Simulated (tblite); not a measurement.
Start geometry of `C#C[SiH](C)C` from a force field or distance geometry (Å):
```
atom  x, y, z in Å
C1     2.5368   -1.3652   -0.5754
C2     1.5453   -0.8051   -0.1604
Si3    0.0264    0.0532    0.5166
C4    -1.5140   -0.9300    0.1427
C5    -0.1342    1.7687   -0.1884
H6     3.3924   -1.8540   -0.9513
H7     0.1506    0.1812    1.9837
H8    -1.4389   -1.9316    0.5973
H9    -1.6551   -1.0575   -0.9257
H10   -2.4061   -0.4495    0.5657
H11   -0.2402    1.7357   -1.2863
H12    0.7465    2.3681    0.0427
H13   -1.0139    2.2865    0.2211
```

Question: What comes out of this run: tblite 0.8.0, GFN2-xTB geometry optimisation, gas phase?

Answer: 
```
atom  x, y, z in Å
C1     2.479   -1.336   -0.577
C2     1.513   -0.785   -0.120
Si3    0.019    0.065    0.582
C4    -1.516   -0.973    0.150
C5    -0.109    1.793   -0.203
H6     3.324   -1.819   -0.978
H7     0.188    0.166    2.042
H8    -1.444   -1.972    0.570
H9    -1.633   -1.078   -0.925
H10   -2.423   -0.517    0.538
H11   -0.207    1.731   -1.283
H12    0.775    2.387    0.011
H13   -0.970    2.337    0.175
```

The energy falls by 7.0 kJ/mol over 36 L-BFGS steps, the largest force on an atom goes from 1.09 to 0.008 eV/Å, and the atoms move by 0.059 Å rms after alignment. The bond that changes most is Si3–C5 (SiH silicon to Si-methyl carbon), which lengthens by 0.040 Å. Bonds longer at the end by more than 0.005 Å: 2 of 12; shorter: 6. Among the angles that change most is C5–Si3–H7, from 107.7° to 110.8°. Rotational constants go from 5495, 2660, 1998 to 5195, 2731, 2023 MHz. The orientation of the end geometry is arbitrary; only internal coordinates are fixed.

On one thread of an Intel Xeon Platinum 8488C, shared host with 96 logical CPUs at a one-minute load of 60, this took 0.29 s of wall time.

Its GFN2-xTB frequencies are all real (lowest 105 cm⁻¹).

The numbers are calculated, not measured.
